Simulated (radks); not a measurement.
Task: The rhenium ion Re+, 74 electrons, occupied as [Xe] 4f14 5d5 6s1. Method: scalar-relativistic Kohn-Sham, r2SCAN, spin-polarised, spherical densities, finite nucleus; open shells are filled with parallel spins first (spin-orbit coupling, left out, can overturn this in heavy ions); meta-GGA in the generalised Kohn-Sham scheme; Fermi nuclear charge, rms radius 5.3698 fm; computed with a radial shooting solver on a logarithmic mesh with Libxc functionals. Some entries of the table are withheld. Estimate them.

orbital  occ.  eigenvalue (eV)  <1/r> (bohr^-1)
1s down     1        -71738.13            88.72
1s up       1        -71738.12            88.72
2s up       1        -12470.71            20.78
2s down     1        -12470.33            20.78
2p up       3        -10882.21            18.75
2p down     3        -10881.92            18.75
3s up       1        -2902.821            7.707
3s down     1        -2902.795            7.707
3p up       3        -2432.239            7.094
3p down     3        -2432.182            7.094
3d up       5        -1897.628            6.689
3d down     5        -1897.419            6.688
4s up       1        -617.4485            3.270
4s down     1        -617.1510            3.269
4p up       3        -462.3979            2.971
4p down     3        -462.1383            2.970
4d up       5        -266.8349            2.646
4d down     5        -266.5180            2.646
5s up       1         -95.6069            1.280
5s down     1         -93.0797            1.296
5p up       3         -57.2322            1.077
5p down     3         -53.7114            1.101
4f up       7         -50.2789            2.158
4f down     7         -49.6665            2.169
5d up       5         -14.5370              (1)
6s up       1         -13.9561              (2)
5d down     0          -9.2112              (3)

Result: 
(1) 5d up <1/r> (bohr^-1): 0.7119
(2) 6s up <1/r> (bohr^-1): 0.4600
(3) 5d down <1/r> (bohr^-1): 0.7252
